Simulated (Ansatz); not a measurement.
**Which is lower?**

The two ends of one reaction step of AlNH$_{4}$F$_{2}$, closed shell (PBE0-D4/def2-TZVP).

A:

```
8
angstrom
Al 0.1458 -0.7055 -0.0451
N 1.0105 0.7675 -0.4329
F -0.7133 -1.4946 -1.2035
F 0.3636 -1.4390 1.4100
H -1.5778 0.5539 0.6379
H -1.8962 -0.1151 0.7848
H 1.0183 1.2001 -1.3412
H 1.6490 1.2329 0.1900
```

B:

```xyz
8
angstrom
Al -0.5002 -0.8842 0.2255
N 0.4164 0.8762 -0.1907
F -0.4307 -1.5220 -1.3146
F 0.6459 -1.4671 1.2885
H -0.1394 1.6990 0.0174
H -1.9244 -0.5247 0.8070
H 0.6543 0.8935 -1.1783
H 1.2780 0.9294 0.3452
```

Ansatz 0.2.0; basis: def2-TZVPP; cores frozen in the correlated methods. B3LYP uses VWN-RPA correlation.

Which structure is lower at CCSD(T), and by how much? (Judge from chemistry; the value comes from the calculation.)

Computed: B, by 16.34 kcal/mol (electronic energy, against the other). By their contacts, A is a complex of AlNH₂F₂ ([NH2][Al]([F])[F]) + H₂ and B is AlNH₄F₂ ([NH3][AlH]([F])[F]).

All methods give the same order:

```tsv
method	E(B) − E(A) (kcal/mol)
SPW92	-18.04
PBE-D4	-15.69
BLYP-D4	-14.05
r2SCAN-D4	-15.77
B97M-V	-19.45
PBE0-D4	-17.34
B3LYP-D4	-15.67
r2SCAN0-D4	-16.99
BHLYP-D4	-17.63
CAM-B3LYP-D4	-16.87
wB97X-V	-17.21
wB97M-V	-16.31
B2PLYP	-15.73
PBE-QIDH	-17.40
RPA on PBE	-16.63
HF	-19.26
MP2	-14.88
CCSD	-16.86
CCSD(T)	-16.34
```

No T1 diagnostic of these runs exceeds 0.012.

Labels in which every atom is bracketed show which atoms are joined, not bond orders.

For scale, one of the runs: CCSD(T)/def2-TZVPP, 191 basis functions, launched by `ansatz run in.yaml --threads 2 --pin off --events-out ev --progress --plain --max-ram 4352MiB`. The run took 77 s on 2 CPU threads of an Intel Xeon Platinum 8488C (shared host), with 2.2 GiB of host memory at its peak.
